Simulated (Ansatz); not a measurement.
Program: Ansatz 0.2.0.

A structure relaxed at PBE0-D4/def2-TZVP, charge 0, multiplicity 1:

Cartesian coordinates in Å:
```
Si 0.3507 0.2436 0.0173
Se -0.8257 -1.2872 -1.1188
Se -1.5650 -0.3735 1.0008
H 1.6158 -0.1915 0.6461
H 0.4242 1.6085 -0.5454
```

Problem. Give its formula and SMILES.

Solution. H2Se2Si, `[SiH2]1[Se][Se]1`.

Problem. Point group (tolerance 0.08 Å, 0.16 Å for H)?

Solution. C2v.

Problem. Summarise the bond lengths by kind.

Solution. 2 × Se–Si 2.240 Å; 2 × H–Si 1.478 Å; 1 × Se–Se 2.424 Å.
